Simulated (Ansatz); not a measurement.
Single points on the cluster Li₄H₃.

```yaml
crystal:
  periodic: [false, false, false]
  atoms:
    - {symbol: Li, position_ang: [1.361227, -0.922944, 0.480444]}
    - {symbol: Li, position_ang: [-0.763494, 0.304036, 0.951666]}
    - {symbol: Li, position_ang: [-0.759989, -0.937387, -1.216283]}
    - {symbol: Li, position_ang: [0.641033, 1.371193, -0.812841]}
    - {symbol: H, position_ang: [-0.385516, -1.423451, 0.494063]}
    - {symbol: H, position_ang: [-1.082671, 0.797276, -0.777411]}
    - {symbol: H, position_ang: [0.989409, 0.811277, 0.880371]}
basis:
  gaussian: {orbitals: def2-TZVP, initial_orbitals: start.molden}
magnetization: {spin_polarized: true, initial_magnetization: 1}
hamiltonian: {xc: {text: "exchange = 0.65*pbe_x + 0.35*exact_x\ncorrelation = pbe_c"}}
scf: {omitted_lower_state_checks: [starts]}
output: {orbitals: {seedname: orbitals}}
```

The file start.molden holds the orbitals of an earlier run on this structure, at another level or in another basis.

```sh
$ ansatz run in.yaml --threads 4 --pin off --events-out ev --progress --plain --max-ram 3916MiB
```

It prints (some lines left out):

```
Functional definition: unnamed
648 factors; their error is unknown
mean field evaluation 1: about -865.8048 eV, gradient 1.6e0 eV
mean field evaluation 2: about -865.8099 eV, gradient 8.5e-3 eV
mean field evaluation 4: about -865.8095 eV, gradient 2.1e-5 eV
mean field -865.80945219 eV, -31.8179105013 hartree, gradient 2.3e-5 eV, S^2 0.750694; 0 other end points of the search recorded, 0 dependent functions left out
reference -865.80949720 eV, -31.8179121553 hartree; 8, 7 occupied and 66, 67 virtual orbitals, 648 factors
Total energy: -865.80949720 eV, -31.8179121553 hartree
Checks for a lower state left out: starts
```

It took 0.6 s on 4 threads of Arm Neoverse V2 on a shared host.

First input, but with `hamiltonian: {xc: {text: "exchange = 0.95*pbe_x + 0.05*exact_x\ncorrelation = pbe_c"}}` (abridged; 0.65 s):

```
Functional definition: unnamed
mean field -865.05403304 eV, -31.7901493594 hartree, gradient 1.4e-5 eV, S^2 0.750859
Total energy: -865.05409421 eV, -31.7901516075 hartree
Checks for a lower state left out: starts
```

First input, but with `hamiltonian: {xc: {name: BLYP}, dispersion: d4}` (abridged; 0.65 s):

```
Functional definition: BLYP
mean field -867.22706275 eV, -31.8700067283 hartree, gradient 1.8e-5 eV, S^2 0.750529
Total energy: -867.45457861 eV, -31.8783677822 hartree
Checks for a lower state left out: starts
```

As the first input, with `gaussian: {orbitals: def2-TZVPD, initial_orbitals: start.molden}`, `correlation: {method: ccsd_t}`, `scf: {omitted_lower_state_checks: [starts, cluster_reference]}` and without the key `hamiltonian` (abridged; 4.2 s):

```
Functional definition: HF
mean field -858.75387116 eV, -31.5586226810 hartree, gradient 7.8e-7 eV, S^2 0.751138
second order -5.56867619 eV of doubles, -0.00000000 eV of singles
cycle   1  -6.43878710 eV  change   -8.7e-1 eV  update   5.7e-2
cycle   2  -6.69598817 eV  change   -2.6e-1 eV  update   2.2e-2
cycle   3  -6.68558961 eV  change    1.0e-2 eV  update   7.8e-3
cycle   4  -6.68534389 eV  change    2.5e-4 eV  update   3.3e-3
cycle   5  -6.68758013 eV  change   -2.2e-3 eV  update   1.7e-3
cycle   6  -6.68732216 eV  change    2.6e-4 eV  update   8.6e-4
cycle   7  -6.68701284 eV  change    3.1e-4 eV  update   4.0e-4
cycle   8  -6.68715768 eV  change   -1.4e-4 eV  update   1.6e-4
cycle   9  -6.68717771 eV  change   -2.0e-5 eV  update   6.8e-5
cycle  10  -6.68717457 eV  change    3.1e-6 eV  update   2.7e-5
cycle  11  -6.68715787 eV  change    1.7e-5 eV  update   1.1e-5
perturbative correction -0.04619414 eV, -0.0016976035 hartree
Total energy: -865.48722318 eV, -31.8060688036 hartree
Checks for a lower state left out: starts, cluster_reference
```

Geometry: PBE-D4/def2-TZVP.

Correlated methods freeze no core orbitals; core or outer-core shells of Li are correlated, in sets that lack core-valence functions. The structure comes from a short search, and lower isomers may exist.
